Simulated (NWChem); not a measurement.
Species: CH₇BO₂Si; SMILES OB(O)C[SiH3]

Program: NWChem. Pople sets run with spherical d functions. Each level has its own optimisation. One conformer.

```json
[
 {"level": "Hartree-Fock/STO-3G", "r C–Si (Å)": "1.869", "r H–Si (Å)": "1.423", "r B–C (Å)": "1.586", "r C–H (Å)": "1.083", "dipole (D)": "2.42"},
 {"level": "Hartree-Fock/6-31G*", "r C–Si (Å)": "1.895", "r H–Si (Å)": "1.477", "r B–C (Å)": "1.592", "r C–H (Å)": "1.089", "dipole (D)": "2.88"},
 {"level": "B3LYP/6-31G*", "r C–Si (Å)": "1.896", "r H–Si (Å)": "1.489", "r B–C (Å)": "1.589", "r C–H (Å)": "1.099", "dipole (D)": "2.58"},
 {"level": "PBE-D3(BJ)/def2-SVP", "r C–Si (Å)": "1.897", "r H–Si (Å)": "1.506", "r B–C (Å)": "1.591", "r C–H (Å)": "1.112", "dipole (D)": "2.42"}
]
```
